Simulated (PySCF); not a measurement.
# BeAs⁻ at LC-ωPBE

Level: LC-ωPBE. PySCF, no relativity, basis sets Be aug-pcseg-1, As aug-pcseg-1.

```
state                                                                                                              : ³Π (triplet), unpaired electrons σ ↑, π ↑
bond length                                                                                                        : 2.044 Å
harmonic wavenumber                                                                                                : 658 cm⁻¹
force constant                                                                                                     : 2.05 mdyn/Å
rotational constant Be                                                                                             : 0.5015 cm⁻¹
anharmonicity ωexe                                                                                                 : 4.46 cm⁻¹
vibration–rotation constant αe                                                                                     : 0.00434 cm⁻¹
well depth De to Be + As⁻                                                                                          : 2.24 eV
dissociation energy D0                                                                                             : 2.20 eV
bond order (Mayer)                                                                                                 : 1.41
dipole moment (positive dipole points towards As; it is taken about the centre of mass and depends on that origin) : 2.41 D
```

Spin–orbit coupling is left out. For an ion De counts to the pair picked by the measured ionisation energies or electron affinities, which need not be the lowest pair at this level. The state is the lowest determinant that a PBE0 search found; another state may lie lower at other levels.
